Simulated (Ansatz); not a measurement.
Compare A (`C#CC[SeH]`) with its isomer B (`C=CC=[Se]`).

Computed with Ansatz on PBE0-D4/def2-TZVP structures; ΔE is electronic, products minus reactants. CCSD(T)/CBS adds triple-zeta CCSD(T) − MP2 to the extrapolated MP2 energy (def2 sets, frozen cores). DFT in def2-TZVPP. B3LYP here is the variant with VWN-RPA as its local correlation; programs differ in this. For Se outer-core shells are correlated without core-valence functions, which leaves a few kJ/mol of doubt a bond. Scalar relativity is left out up to krypton. Each species was taken in one conformer, which may not be the lowest.

(1) Which isomer does CCSD(T)/CBS put lower? Give the gap. (An estimate is asked.)

(2) Give E(B) − E(A) in kcal/mol with HF/def2-TZVPP, B3LYP-D4, BLYP-D4, CCSD(T)/def2-TZVPP, B2PLYP, LDA (SPW92), CCSD(T)/def2-SVP. (Best estimate.)

(3) Does the order hold for the free energy at 298.15 K (harmonic terms from PBE0-D4)? (An estimate is asked.)

Largest T1 diagnostic: 0.018.

Answers

(1) The calculation gave: B, by 15.9 kcal/mol.

(2) Computed: HF/def2-TZVPP -11.8, B3LYP-D4 -17.0, BLYP-D4 -18.4, CCSD(T)/def2-TZVPP -15.5, B2PLYP -15.6, LDA (SPW92) -18.0, CCSD(T)/def2-SVP -18.5. None reverses the order clearly.

(3) The calculation gave: Yes: G(B) − G(A) = -13.2 kcal/mol, for one conformer each.

Leaving LDA and LC-ωPBE aside and taking each functional with its dispersion term where it has one, the values, not all of them listed here, spread over 5.4 kcal/mol, from revPBE-D4 to ωB97M-V. From r2SCAN to r2SCAN0 (25 % exact exchange), in def2-TZVPP and without D4, E(B) − E(A) moves by +1.5 kcal/mol.
